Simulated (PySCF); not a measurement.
C3H5 (SMILES C=[C]C), doublet, at a GFN2-xTB geometry, with bond 4-1 at 1.3 times its length; PySCF with PBE/def2-SV(P).

Input for PySCF:
```python
from pyscf import gto, scf, dft

mol = gto.M(
    atom='''
C     1.313529    0.256226   -0.021927
C     0.025909    0.374083   -0.010223
H     1.837879   -0.703925   -0.002493
H     2.167641    1.370500   -0.061327
C    -1.206401   -0.398851    0.024477
H    -1.008352   -1.478408    0.050837
H    -1.788968   -0.136455    0.908191
H    -1.809314   -0.183320   -0.858262
''',
    basis='def2-sv(p)',
    charge=0,
    spin=1,
    verbose=4,
)

mf = dft.UKS(mol)
mf.xc = 'pbe'
mf.diis_space = 2
mf.kernel()
mf.analyze()
```

It wrote (shortened):

```
PySCF version 2.14.0

[INPUT] verbose = 4
[INPUT] num. atoms = 8
[INPUT] num. electrons = 23
[INPUT] charge = 0
[INPUT] spin (= nelec alpha-beta = 2S) = 1
[INPUT] symmetry False subgroup None
[INPUT] Mole.unit = angstrom
[INPUT] Symbol           X                Y                Z      unit          X                Y                Z       unit  Magmom
[...]
nuclear repulsion = 63.2792215946389
number of shells = 28
number of NR pGTOs = 92
number of NR cGTOs = 52
basis = def2-sv(p)
ecp = {}

******** <class 'pyscf.dft.uks.UKS'> ********
method = UKS
initial guess = minao
damping factor = 0
level_shift factor = 0
DIIS = <class 'pyscf.scf.diis.CDIIS'>
diis_start_cycle = 1
diis_space = 2
diis_damp = 0
SCF conv_tol = 1e-09
SCF conv_tol_grad = None
SCF max_cycles = 50
direct_scf = True
direct_scf_tol = 1e-13
number electrons alpha = 12  beta = 11
XC library pyscf.dft.libxc version 7.1.2
    S. Lehtola, C. Steigemann, M. J. T. Oliveira, and M. A. L. Marques,  SoftwareX 7, 1–5 (2018)
XC functionals = pbe
    J. P. Perdew, K. Burke, and M. Ernzerhof,  Phys. Rev. Lett. 77, 3865 (1996)
    J. P. Perdew, K. Burke, and M. Ernzerhof,  Phys. Rev. Lett. 78, 1396 (1997)
    J. P. Perdew, K. Burke, and M. Ernzerhof,  Phys. Rev. Lett. 77, 3865 (1996)
    J. P. Perdew, K. Burke, and M. Ernzerhof,  Phys. Rev. Lett. 78, 1396 (1997)
radial grids:
    Treutler-Ahlrichs [JCP 102, 346 (1995); DOI:10.1063/1.469408] (M4) radial grids

becke partition: Becke, JCP 88, 2547 (1988); DOI:10.1063/1.454033
pruning grids: <function nwchem_prune>
grids dens level: 3
symmetrized grids: False
atomic radii adjust function: <function treutler_atomic_radii_adjust>
small_rho_cutoff = 0
Set gradient conv threshold to 3.16228e-05
tot grids = 91400
init E= -116.964555764995

cycle= 1 E= -116.87976316955  delta_E= 0.0848  |g|= 0.284  |ddm|=    2
cycle= 2 E= -116.826636156906  delta_E= 0.0531  |g|= 0.405  |ddm|= 0.866
cycle= 3 E= -116.929719251026  delta_E= -0.103  |g|= 0.0245  |ddm|= 0.576
cycle= 4 E= -116.929792484229  delta_E= -7.32e-05  |g|= 0.0271  |ddm|= 0.0663
cycle= 5 E= -116.93010997522  delta_E= -0.000317  |g|= 0.0153  |ddm|= 0.0367
cycle= 6 E= -116.930094134383  delta_E= 1.58e-05  |g|= 0.0156  |ddm|= 0.0299
cycle= 7 E= -116.93019027154  delta_E= -9.61e-05  |g|= 0.0103  |ddm|= 0.0266
cycle= 8 E= -116.9300595365  delta_E= 0.000131  |g|= 0.0186  |ddm|= 0.0259
cycle= 9 E= -116.930204224886  delta_E= -0.000145  |g|= 0.00907  |ddm|= 0.0216
cycle= 10 E= -116.930190775535  delta_E= 1.34e-05  |g|= 0.0102  |ddm|= 0.0212
cycle= 11 E= -116.930177980794  delta_E= 1.28e-05  |g|= 0.0116  |ddm|= 0.0194
cycle= 12 E= -116.930170903746  delta_E= 7.08e-06  |g|= 0.012  |ddm|= 0.0201
cycle= 13 E= -116.930217591194  delta_E= -4.67e-05  |g|= 0.00774  |ddm|= 0.0181
cycle= 14 E= -116.930116545561  delta_E= 0.000101  |g|= 0.0155  |ddm|= 0.0225
cycle= 15 E= -116.930219843845  delta_E= -0.000103  |g|= 0.00765  |ddm|= 0.0187
cycle= 16 E= -116.930212221901  delta_E= 7.62e-06  |g|= 0.00825  |ddm|= 0.0171
cycle= 17 E= -116.930200894876  delta_E= 1.13e-05  |g|= 0.0096  |ddm|= 0.0166
cycle= 18 E= -116.930191171568  delta_E= 9.72e-06  |g|= 0.0105  |ddm|= 0.0172
cycle= 19 E= -116.930228850621  delta_E= -3.77e-05  |g|= 0.00635  |ddm|= 0.0152
cycle= 20 E= -116.93016150557  delta_E= 6.73e-05  |g|= 0.0126  |ddm|= 0.0192
cycle= 21 E= -116.930228171406  delta_E= -6.67e-05  |g|= 0.00664  |ddm|= 0.0157
cycle= 22 E= -116.930224391287  delta_E= 3.78e-06  |g|= 0.00687  |ddm|= 0.0144
cycle= 23 E= -116.930216779426  delta_E= 7.61e-06  |g|= 0.00799  |ddm|= 0.0142
cycle= 24 E= -116.930204655931  delta_E= 1.21e-05  |g|= 0.00928  |ddm|= 0.0148
cycle= 25 E= -116.930236140291  delta_E= -3.15e-05  |g|= 0.00528  |ddm|= 0.013
cycle= 26 E= -116.930191467398  delta_E= 4.47e-05  |g|= 0.0103  |ddm|= 0.0163
cycle= 27 E= -116.930234033165  delta_E= -4.26e-05  |g|= 0.00583  |ddm|= 0.0133
cycle= 28 E= -116.930232456362  delta_E= 1.58e-06  |g|= 0.00581  |ddm|= 0.0123
[...]
cycle= 47 E= -116.930244174638  delta_E= 7.13e-07  |g|= 0.00396  |ddm|= 0.00778
cycle= 48 E= -116.930234209081  delta_E= 9.97e-06  |g|= 0.00585  |ddm|= 0.00857
cycle= 49 E= -116.93024867217  delta_E= -1.45e-05  |g|= 0.00274  |ddm|= 0.00721
cycle= 50 E= -116.930240015042  delta_E= 8.66e-06  |g|= 0.00472  |ddm|= 0.00852
SCF not converged.
SCF energy = -116.930240015042 after 50 cycles  <S^2> = 0.7586182  2S+1 = 2.0085997
**** SCF Summaries ****
Total Energy =                        -116.930240015042429
Nuclear Repulsion Energy =              63.279221594638912
One-electron Energy =                 -281.099015688485281
Two-electron Energy =                  100.889554078803926
Two-electron Coulomb Energy =          118.694387816668907
DFT Exchange-Correlation Energy =      -17.804833737864985
**** MO energy ****
                             alpha | beta                alpha | beta
[...]
To work with the spin densities directly, `use mulliken_meta_spin()` only printing them here.

 ** Mulliken spin pop alpha/beta on meta-lowdin orthogonal AOs **
 ** Mulliken Spin Density (per AO)  **
spin_pop of  0 C 1s        0.00000
spin_pop of  0 C 2s       -0.01640
spin_pop of  0 C 3s        0.00039
spin_pop of  0 C 2px      -0.01499
spin_pop of  0 C 2py      -0.03246
spin_pop of  0 C 2pz      -0.07066
spin_pop of  0 C 3px       0.00093
spin_pop of  0 C 3py       0.00038
spin_pop of  0 C 3pz      -0.00030
spin_pop of  0 C 3dxy      0.00047
spin_pop of  0 C 3dyz      0.00000
spin_pop of  0 C 3dz^2     0.00009
spin_pop of  0 C 3dxz      0.00003
spin_pop of  0 C 3dx2-y2    0.00002
spin_pop of  1 C 1s       -0.00001
spin_pop of  1 C 2s        0.10024
spin_pop of  1 C 3s        0.00341
spin_pop of  1 C 2px       0.05972
spin_pop of  1 C 2py       0.65057
spin_pop of  1 C 2pz       0.06894
spin_pop of  1 C 3px      -0.00003
spin_pop of  1 C 3py       0.00285
spin_pop of  1 C 3pz       0.00006
spin_pop of  1 C 3dxy     -0.00025
spin_pop of  1 C 3dyz     -0.00014
spin_pop of  1 C 3dz^2     0.00026
spin_pop of  1 C 3dxz     -0.00008
spin_pop of  1 C 3dx2-y2   -0.00049
spin_pop of  2 H 1s        0.07326
spin_pop of  2 H 2s        0.00074
spin_pop of  3 H 1s        0.11509
spin_pop of  3 H 2s        0.00081
spin_pop of  4 C 1s        0.00000
spin_pop of  4 C 2s       -0.00262
spin_pop of  4 C 3s        0.00018
spin_pop of  4 C 2px      -0.01034
spin_pop of  4 C 2py      -0.00867
spin_pop of  4 C 2pz      -0.00244
spin_pop of  4 C 3px       0.00019
spin_pop of  4 C 3py       0.00047
spin_pop of  4 C 3pz       0.00007
spin_pop of  4 C 3dxy     -0.00001
spin_pop of  4 C 3dyz      0.00001
spin_pop of  4 C 3dz^2     0.00002
spin_pop of  4 C 3dxz      0.00003
spin_pop of  4 C 3dx2-y2    0.00049
spin_pop of  5 H 1s        0.06439
spin_pop of  5 H 2s        0.00103
spin_pop of  6 H 1s        0.00721
spin_pop of  6 H 2s        0.00015
spin_pop of  7 H 1s        0.00721
spin_pop of  7 H 2s        0.00015
 ** Mulliken Spin Density (per atom)  **
spin density of  0 C =     -0.13250
spin density of  1 C =      0.88506
spin density of  2 H =      0.07400
spin density of  3 H =      0.11591
spin density of  4 C =     -0.02261
spin density of  5 H =      0.06542
spin density of  6 H =      0.00736
spin density of  7 H =      0.00736
 ** Mulliken pop alpha/beta on meta-lowdin orthogonal AOs **
 ** Mulliken pop       alpha | beta **
In total            12.00000 | 11.00000
 ** Mulliken atomic charges   ( Nelec_alpha | Nelec_beta ) **
charge of  0C =     -0.21968  (     3.04359      3.17609 )
charge of  1C =     -0.01977  (     3.45242      2.56736 )
charge of  2H =      0.10917  (     0.48241      0.40842 )
charge of  3H =      0.06389  (     0.52601      0.41010 )
charge of  4C =     -0.28690  (     3.13215      3.15476 )
charge of  5H =      0.10968  (     0.47787      0.41245 )
charge of  6H =      0.12181  (     0.44278      0.43542 )
charge of  7H =      0.12181  (     0.44278      0.43542 )
Dipole moment(X, Y, Z, Debye): -0.69608, -0.90117,  0.03192
```

The run did not converge; its last values are not results.
